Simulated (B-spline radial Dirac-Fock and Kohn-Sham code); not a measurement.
# 3p1/2 photoionisation of V⁵⁺ near threshold

System: vanadium as V⁵⁺ in the configuration [Ne] 3s2 3p6. The computed 3p1/2 threshold is 127.9 eV; without correlation, outer thresholds are uncertain by 1 to 2 eV.

Method: the independent-particle Dirac-Slater model, thresholds from Dirac-Fock. Computed with a radial B-spline solver. Interchannel coupling and autoionising resonances are not included, so magnitudes near threshold are approximate.

```tsv
kinetic energy (eV)	σ (Mb)	β
1.5	0.485	0.54
1.9	0.485	0.56
2.3	0.485	0.59
2.9	0.485	0.61
3.7	0.485	0.65
4.6	0.485	0.68
5.7	0.485	0.72
7.2	0.484	0.77
9.0	0.483	0.82
11.2	0.481	0.87
14.0	0.479	0.93
17.5	0.475	0.99
21.9	0.470	1.06
27.4	0.462	1.12
34.2	0.450	1.20
42.8	0.434	1.27
53.5	0.412	1.33
66.9	0.383	1.40
83.7	0.347	1.46
104.7	0.306	1.51
130.9	0.260	1.56
163.6	0.211	1.59
204.6	0.165	1.61
255.8	0.124	1.63
319.9	0.0913	1.63
400.0	0.0649	1.62
```

The cross section shows no minimum in this range. It is largest at the lowest energy, 0.485 Mb. β ranges from 0.54 (at 1.5 eV) to 1.63.
